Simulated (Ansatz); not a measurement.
Mulliken charges of C$_{2}$H$_{5}$ClSi$_{2}$, SMILES `C#C[SiH]([SiH3])Cl` from ωB97M-V/def2-TZVPP in Ansatz (PBE0-D4/def2-TZVP geometry).

```
atom   x (Å)   y (Å)   z (Å)  charge (e)
  C1  -1.515   1.883   1.257      -0.029
  C2  -0.768   1.377   0.456      -0.377
 Si3   0.364   0.544  -0.697       0.378
 Si4   0.705  -1.664  -0.013       0.043
 Cl5  -0.476   0.535  -2.579      -0.204
  H6  -2.176   2.337   1.959       0.231
  H7   1.620   1.327  -0.776      -0.016
  H8   1.616  -2.345  -0.969      -0.009
  H9  -0.602  -2.370   0.022      -0.004
 H10   1.314  -1.675   1.343      -0.012
```

**Question.** By hand: the dipole of these point charges (1 e Å = 4.8032 D).

**Answer.** Σ q r = (0.042, 0.021, 0.511) e Å, of length 0.513 e Å = 2.46 D.

**Question.** How does the dipole of the full density compare? (Estimate.)

**Answer.** Ansatz gave: (0.010, 0.002, 0.335) e Å, 1.61 D; the point charges give 1.53 times that, at 4° from its direction.

Point charges leave out the atoms' own dipoles, such as those of lone pairs, and Mulliken's split depends on the basis, so the two needn't agree.
